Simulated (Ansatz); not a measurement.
Reaction (redistribution): `C=CS[SiH2]N` + `C#C[SiH3]` → `C#C[SiH2]N` + `C=CS[SiH3]`

Isolated molecules relaxed with PBE0-D4/def2-TZVP in Ansatz; ΔE leaves out vibrations. CBS: MP2 limit from def2 TZ/QZ plus the TZ coupled-cluster correction, frozen cores. Functionals use def2-TZVPP. B3LYP here is the variant with VWN-RPA as its local correlation; programs differ in this. One conformer a species, not always the lowest.

`C=CS[SiH2]N`:

```xyz
12

C     0.445    1.984    1.608
C     0.086    0.754    1.262
S     1.225   -0.476    0.729
Si   -0.038   -1.557   -0.627
N    -0.458   -0.819   -2.112
H    -0.291    2.681    1.992
H     1.470    2.325    1.532
H    -0.948    0.433    1.352
H    -1.316   -1.816    0.082
H     0.746   -2.784   -0.901
H    -1.179   -0.115   -2.127
H     0.258   -0.610   -2.790
```

`C#C[SiH3]`:

Cartesian coordinates in Å:
```
C 1.172 1.571 0.066
C 0.451 0.605 0.025
Si -0.638 -0.856 -0.036
H 1.809 2.425 0.101
H -1.943 -0.470 -0.627
H -0.004 -1.906 -0.869
H -0.847 -1.369 1.340
```

`C#C[SiH2]N`:

Cartesian coordinates in Å:
```
C -1.188 1.842 1.029
C -0.396 1.020 0.635
Si 0.793 -0.239 0.025
N 0.127 -1.438 -1.002
H -1.886 2.568 1.378
H 1.356 -0.914 1.218
H 1.839 0.488 -0.732
H -0.159 -1.189 -1.935
H -0.486 -2.138 -0.615
```

`C=CS[SiH3]`:

```xyz
10

C    -0.975   -1.912   -0.596
C    -0.087   -0.971   -0.304
S    -0.039    0.588   -1.122
Si    0.646    1.804    0.493
H    -1.766   -1.750   -1.319
H    -0.920   -2.882   -0.116
H     0.700   -1.153    0.422
H     0.964    3.124   -0.103
H     1.861    1.193    1.094
H    -0.383    1.958    1.553
```

Is it downhill or uphill in electronic energy at CCSD(T)/CBS, and by how much? (An estimate is asked.)

The calculation gave: Uphill: ΔE = +0.08 eV.

What do these levels give: B3LYP-D4, ωB97X-V, ωB97M-V, B2PLYP, PBE, r2SCAN, PBE0, B3LYP, SCS-MP2/def2-TZVPP, CCSD(T)/def2-TZVPP, HF/def2-QZVPP, MP2/CBS(def2)? (An estimate is asked.)

Computed: B3LYP-D4 0.09, ωB97X-V 0.08, ωB97M-V 0.08, B2PLYP 0.08, PBE 0.09, r2SCAN 0.09, PBE0 0.08, B3LYP 0.08, SCS-MP2/def2-TZVPP 0.07, CCSD(T)/def2-TZVPP 0.08, HF/def2-QZVPP 0.04, MP2/CBS(def2) 0.09 eV.

Largest T1 diagnostic among the species: 0.013.

In def2-TZVPP, CCSD(T) changes the Hartree–Fock value by +0.04 eV (the triples alone add +0.01 eV) and MP2 by +0.04 eV.
